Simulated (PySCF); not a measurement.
PySCF input file for C₂HF₄, SMILES F[CH]C(F)(F)F, multiplicity 2, TDA-ωB97X/def2-SVPD. Coordinates come from a B3LYP-D3(BJ)/def2-SVP optimisation. The isomer is the one that the SMILES or the coordinates give; other isomers of the formula were not compared.

```python
import numpy as np
from pyscf import gto, scf, dft, tdscf

mol = gto.M(
    atom='''
    F     1.77256729   -0.90421214   -0.15840872
    C     1.10017181    0.22351447   -0.32498002
    C    -0.35030660    0.17574673    0.01814167
    F    -0.56123833    0.01956818    1.34182163
    F    -0.97082600   -0.83783543   -0.59897691
    F    -0.92634123    1.32830591   -0.35118929
    H     1.67335335    1.15199388   -0.25819046
    ''',
    basis='def2-SVPD',
    charge=0,
    spin=1,
    max_memory=1600,
    verbose=4,
)
mf = dft.UKS(mol, xc='wb97x').density_fit(auxbasis='def2-universal-jkfit')
mf.grids.level = 3
mf.conv_tol = 1e-9
mf.max_cycle = 100
mf.kernel()
fine, coarse = mf.grids, dft.Grids(mol).set(level=1).build(with_non0tab=True)
for _ in range(3):  # follow internal instabilities
    mf.grids = coarse
    mo, _, stable, _ = mf.stability(return_status=True, nroots=4)
    mf.grids = fine
    if stable:
        break
    mf.kernel(mf.make_rdm1(mo, mf.mo_occ))
mf.grids = dft.Grids(mol).set(level=1).build(with_non0tab=True)  # coarser grid for the response kernel
td = tdscf.TDA(mf)
td.nstates = 10
td.conv_tol = 1e-4
td.kernel(x0=td.get_init_guess(mf, 15))
td.analyze()
```

Output:

```
PySCF version 2.14.0

[INPUT] verbose = 4
[INPUT] num. atoms = 7
[INPUT] num. electrons = 49
[INPUT] charge = 0
[INPUT] spin (= nelec alpha-beta = 2S) = 1
[INPUT] symmetry False subgroup None
[INPUT] Mole.unit = angstrom
[INPUT] Symbol           X                Y                Z      unit          X                Y                Z       unit  Magmom
[INPUT]  1 F      1.772567290000  -0.904212140000  -0.158408720000 AA    3.349666715462  -1.708713303107  -0.299349096543 Bohr   0.0
[INPUT]  2 C      1.100171810000   0.223514470000  -0.324980020000 AA    2.079023410867   0.422381133177  -0.614123233756 Bohr   0.0
[INPUT]  3 C     -0.350306600000   0.175746730000   0.018141670000 AA   -0.661983533628   0.332113186988   0.034282787742 Bohr   0.0
[INPUT]  4 F     -0.561238330000   0.019568180000   1.341821630000 AA   -1.060586734308   0.036978500956   2.535675388717 Bohr   0.0
[INPUT]  5 F     -0.970826000000  -0.837835430000  -0.598976910000 AA   -1.834595254607  -1.583279500157  -1.131902314838 Bohr   0.0
[INPUT]  6 F     -0.926341230000   1.328305910000  -0.351189290000 AA   -1.750531222593   2.510134379541  -0.663651575980 Bohr   0.0
[INPUT]  7 H      1.673353350000   1.151993880000  -0.258190460000 AA    3.162179541123   2.176952930375  -0.487909257375 Bohr   0.0

nuclear repulsion = 259.850408302944
number of shells = 56
number of NR pGTOs = 202
number of NR cGTOs = 140
basis = def2-SVPD
ecp = {}


[settings echo left out]
init E= -476.49039335594
  alpha nocc = 25  HOMO = -0.138150228783289  LUMO = 0.0798920648396351
  beta  nocc = 24  HOMO = -0.387609924262643  LUMO = -0.138150228783288

WARN: HOMO -0.138150228783289 >= LUMO -0.138150228783288

cycle= 1 E= -475.486772253449  delta_E=    1  |g|= 0.712  |ddm|= 2.08
  alpha nocc = 25  HOMO = -0.424279641058502  LUMO = 0.0613903508881011
  beta  nocc = 24  HOMO = -0.501464913691392  LUMO = -0.110115598590847
  HOMO = -0.424279641059  LUMO = -0.110115598591  gap/eV = 8.54884
cycle= 2 E= -475.485560142826  delta_E= 0.00121  |g|= 0.792  |ddm|= 1.12
  alpha nocc = 25  HOMO = -0.3801567714916  LUMO = 0.0915114645160546
  beta  nocc = 24  HOMO = -0.518842360005244  LUMO = -0.0411968325394119
  HOMO = -0.380156771492  LUMO = -0.0411968325394  gap/eV = 9.22357
cycle= 3 E= -475.682223179662  delta_E= -0.197  |g|= 0.0563  |ddm|= 0.546
  alpha nocc = 25  HOMO = -0.368274706547061  LUMO = 0.0963566507472109
  beta  nocc = 24  HOMO = -0.501156042946464  LUMO = -0.0236392911138266
  HOMO = -0.368274706547  LUMO = -0.0236392911138  gap/eV = 9.37801
cycle= 4 E= -475.683395923309  delta_E= -0.00117  |g|= 0.0203  |ddm|= 0.0696
  alpha nocc = 25  HOMO = -0.371217163782845  LUMO = 0.0968415241275871
  beta  nocc = 24  HOMO = -0.503963866937023  LUMO = -0.0220767575286809
  HOMO = -0.371217163783  LUMO = -0.0220767575287  gap/eV = 9.50059
cycle= 5 E= -475.683624409453  delta_E= -0.000228  |g|= 0.0102  |ddm|= 0.0346
  alpha nocc = 25  HOMO = -0.37213500095273  LUMO = 0.0968036833216672
  beta  nocc = 24  HOMO = -0.504005376309108  LUMO = -0.021992257067013
  HOMO = -0.372135000953  LUMO = -0.021992257067  gap/eV = 9.52787
cycle= 6 E= -475.683673204646  delta_E= -4.88e-05  |g|= 0.00266  |ddm|= 0.012
  alpha nocc = 25  HOMO = -0.372325911873154  LUMO = 0.0968094292410049
  beta  nocc = 24  HOMO = -0.50376198455143  LUMO = -0.0215797860846862
  HOMO = -0.372325911873  LUMO = -0.0215797860847  gap/eV = 9.54429
cycle= 7 E= -475.683682494751  delta_E= -9.29e-06  |g|= 0.00094  |ddm|= 0.00754
  alpha nocc = 25  HOMO = -0.372416804116298  LUMO = 0.0968049480886668
  beta  nocc = 24  HOMO = -0.503816993704585  LUMO = -0.0214775131467437
  HOMO = -0.372416804116  LUMO = -0.0214775131467  gap/eV = 9.54954
cycle= 8 E= -475.683683718839  delta_E= -1.22e-06  |g|= 0.00036  |ddm|= 0.00295
  alpha nocc = 25  HOMO = -0.372495721694795  LUMO = 0.0968007404562261
  beta  nocc = 24  HOMO = -0.503830948284323  LUMO = -0.0215128710210104
  HOMO = -0.372495721695  LUMO = -0.021512871021  gap/eV = 9.55073
cycle= 9 E= -475.683683822215  delta_E= -1.03e-07  |g|= 0.000174  |ddm|= 0.000696
  alpha nocc = 25  HOMO = -0.372487186028279  LUMO = 0.0968042894740702
  beta  nocc = 24  HOMO = -0.503817946377655  LUMO = -0.0214997676860582
  HOMO = -0.372487186028  LUMO = -0.0214997676861  gap/eV = 9.55085
cycle= 10 E= -475.683683841258  delta_E= -1.9e-08  |g|= 5.87e-05  |ddm|= 0.000262
  alpha nocc = 25  HOMO = -0.37247039058258  LUMO = 0.0968071869422076
  beta  nocc = 24  HOMO = -0.503810167772249  LUMO = -0.0214868775719825
  HOMO = -0.372470390583  LUMO = -0.021486877572  gap/eV = 9.55075
cycle= 11 E= -475.683683844002  delta_E= -2.74e-09  |g|= 2.32e-05  |ddm|= 0.000114
  alpha nocc = 25  HOMO = -0.372477620837004  LUMO = 0.0968063293493184
  beta  nocc = 24  HOMO = -0.503813739483141  LUMO = -0.0214944611326366
  HOMO = -0.372477620837  LUMO = -0.0214944611326  gap/eV = 9.55074
cycle= 12 E= -475.683683844409  delta_E= -4.07e-10  |g|= 1.14e-05  |ddm|= 3.99e-05
  alpha nocc = 25  HOMO = -0.372475707932847  LUMO = 0.0968067053426678
  beta  nocc = 24  HOMO = -0.503813366963273  LUMO = -0.0214928418505709
  HOMO = -0.372475707933  LUMO = -0.0214928418506  gap/eV = 9.55073
Extra cycle  E= -475.683683844461  delta_E= -5.18e-11  |g|= 1.11e-05  |ddm|= 1.87e-05
converged SCF energy = -475.683683844461  <S^2> = 0.75401634  2S+1 = 2.0040123
tot grids = 34032
uhf_internal: lowest eigs of H = [0.4334057  0.49262235 0.55462669 0.60832562]
<class 'pyscf.df.df_jk.DFUKS'> wavefunction is stable in the internal stability analysis
tot grids = 34032


******** <class 'pyscf.tdscf.uks.TDA'> for <class 'pyscf.df.df_jk.DFUKS'> ********
nstates = 10
deg_eia_thresh = 1.000e-03
wfnsym = None
conv_tol = 0.0001
eigh lindep = 1e-12
eigh level_shift = 0
eigh max_cycle = 100


Excitation energies (eV)
[6.02352277 6.77170011 7.73056708 8.48083759 8.56047576 8.76284471
 8.8611897  8.98981274 9.30158649 9.67434623]

** Excitation energies and oscillator strengths **
Excited State   1:      6.02352 eV    205.83 nm  f=0.0000
      20b ->   25b     -0.17053
      24b ->   25b     -0.96993
Excited State   2:      6.77170 eV    183.09 nm  f=0.0096
      25a ->   26a     -0.69457
      25a ->   27a      0.56608
      25a ->   28a     -0.17174
      25a ->   30a      0.10864
      25a ->   31a      0.25944
      25a ->   34a     -0.11088
      25a ->   35a     -0.18778
Excited State   3:      7.73057 eV    160.38 nm  f=0.0071
      25a ->   26a      0.55235
      25a ->   27a      0.37413
      25a ->   28a     -0.62851
      25a ->   30a     -0.14844
      25a ->   31a      0.20563
      25a ->   47a     -0.10229
      20b ->   25b      0.15935
Excited State   4:      8.48084 eV    146.19 nm  f=0.0032
      25a ->   26a     -0.28167
      25a ->   27a     -0.25874
      25a ->   28a     -0.14294
      25a ->   30a     -0.32779
      25a ->   31a     -0.14164
      25a ->   33a     -0.15265
      25a ->   37a      0.10310
      20b ->   25b      0.70699
      22b ->   25b     -0.16609
      23b ->   25b      0.23610
      24b ->   25b     -0.11170
Excited State   5:      8.56048 eV    144.83 nm  f=0.0027
      20b ->   25b      0.17810
      23b ->   25b     -0.95872
Excited State   6:      8.76284 eV    141.49 nm  f=0.0306
      25a ->   26a     -0.20926
      25a ->   27a     -0.23728
      25a ->   28a     -0.36897
      25a ->   30a     -0.41608
      25a ->   31a     -0.11167
      25a ->   32a     -0.15524
      25a ->   33a     -0.11557
      17b ->   25b     -0.17027
      19b ->   25b     -0.18259
      20b ->   25b     -0.40169
      22b ->   25b      0.49303
Excited State   7:      8.86119 eV    139.92 nm  f=0.0288
      25a ->   26a      0.12390
      25a ->   27a      0.13094
      25a ->   28a      0.22954
      25a ->   30a      0.16287
      17b ->   25b     -0.31452
      19b ->   25b     -0.35274
      20b ->   25b      0.41990
      21b ->   25b     -0.21862
      22b ->   25b      0.60358
Excited State   8:      8.98981 eV    137.92 nm  f=0.0044
      25a ->   28a     -0.16164
      25a ->   30a     -0.12281
      16b ->   25b      0.19707
      21b ->   25b     -0.91722
      22b ->   25b     -0.19455
Excited State   9:      9.30159 eV    133.29 nm  f=0.0177
      25a ->   29a      0.28740
      25a ->   32a      0.15512
      17b ->   25b      0.44174
      19b ->   25b      0.56953
      21b ->   25b     -0.12773
      22b ->   25b      0.53329
Excited State  10:      9.67435 eV    128.16 nm  f=0.0162
      25a ->   27a      0.43143
      25a ->   28a      0.40705
      25a ->   29a     -0.10363
      25a ->   30a     -0.52229
      25a ->   32a     -0.38195
      25a ->   33a      0.14232
      25a ->   34a      0.15825
      25a ->   35a      0.25504
      25a ->   39a      0.11896
      17b ->   25b      0.11839
      19b ->   25b      0.17804

** Transition electric dipole moments (AU) **
state          X           Y           Z        Dip. S.      Osc.
  1        -0.0094     -0.0075      0.0117      0.0003      0.0000
  2         0.0349     -0.0922     -0.2197      0.0580      0.0096
  3         0.1093      0.0222      0.1584      0.0375      0.0071
  4         0.0821     -0.0809     -0.0447      0.0153      0.0032
  5         0.0118      0.1080     -0.0322      0.0128      0.0027
  6        -0.1581      0.1623     -0.3023      0.1428      0.0306
  7        -0.2539      0.2031      0.1646      0.1328      0.0288
  8         0.0533     -0.0245     -0.1291      0.0201      0.0044
  9        -0.0000     -0.2502      0.1235      0.0779      0.0177
 10         0.2305      0.0473     -0.1146      0.0685      0.0162

** Transition velocity dipole moments (imaginary part, AU) **
state          X           Y           Z        Dip. S.      Osc.
  1        -0.0098     -0.0030     -0.0208      0.0005      0.0016
  2         0.0147     -0.0130     -0.0101      0.0005      0.0013
  3         0.0240      0.0094      0.0912      0.0090      0.0211
  4         0.0136     -0.0059     -0.0380      0.0017      0.0036
  5         0.0012      0.0190     -0.0101      0.0005      0.0010
  6        -0.0160      0.0238     -0.0303      0.0017      0.0036
  7        -0.0548      0.0185      0.0093      0.0034      0.0070
  8         0.0170     -0.0062     -0.0108      0.0004      0.0009
  9        -0.0046     -0.0380      0.0262      0.0022      0.0042
 10         0.0654      0.0293     -0.0403      0.0068      0.0127

** Transition magnetic dipole moments (imaginary part, AU) **
state          X           Y           Z
  1         0.3986     -0.4873      0.0343
  2         0.5116      0.2447     -0.0653
  3        -0.0075      0.4644     -0.0418
  4        -0.1779     -0.0554      0.0863
  5        -0.0977     -0.0436     -0.1248
  6         0.2656     -0.2954     -0.0334
  7        -0.2676      0.0828     -0.1362
  8         0.2847     -0.0898     -0.0354
  9         0.0572     -0.0500      0.0739
 10         0.0597      0.1138      0.0005
```

The run converged.

Cost: around 2.7 core-minutes (rough).
